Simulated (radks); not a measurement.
Values are calculated unless marked as measured or tabulated.
Spherical quantum dot in the effective-mass picture: electrons in a parabolic well V = omega^2 r^2 / 2 with omega = 2.64, with a point charge +1 (a donor) at the centre, all in effective atomic units (hartree* = m*/eps^2 hartree, bohr* = eps/m* bohr), one dielectric constant everywhere. Level of theory: non-relativistic Kohn-Sham, PBEsol, spin-polarised, spherical densities (a radial shooting solver with Libxc functionals). Levels are named by radial order and angular momentum (1s, 1p, 1d, 2s, ...), and open shells are averaged over m.

N = 35, configuration 1s2 1p6 1d10 2s2 1f14 2p(up 1, down 0). This is the lowest configuration that the search found. Occupied and some empty levels:

| level | occupation | eigenvalue (hartree*) | <r> (bohr*) |
|---|---|---|---|
| 1s up | 1 | 27.440 | 0.8508 |
| 1s down | 1 | 27.475 | 0.8555 |
| 1p up | 3 | 29.139 | 1.220 |
| 1p down | 3 | 29.157 | 1.223 |
| 2s up | 1 | 30.408 | 1.270 |
| 2s down | 1 | 30.430 | 1.265 |
| 1d up | 5 | 30.665 | 1.439 |
| 1d down | 5 | 30.676 | 1.439 |
| 1f up | 7 | 32.248 | 1.600 |
| 1f down | 7 | 32.259 | 1.599 |
| 2p up | 1 | 32.401 | 1.419 |
| 2p down | 0 | 32.433 | 1.420 |
| 1g up | 0 | 33.920 | 1.731 |
| 1g down | 0 | 33.933 | 1.730 |
| 3s up | 0 | 34.063 | 1.473 |
| 3s down | 0 | 34.080 | 1.474 |
| 2d up | 0 | 34.293 | 1.567 |
| 2d down | 0 | 34.317 | 1.569 |

Energy (hartree*): total 704.518, kinetic 105.57, external 241.47, Hartree 385.47, exchange-correlation -27.981.
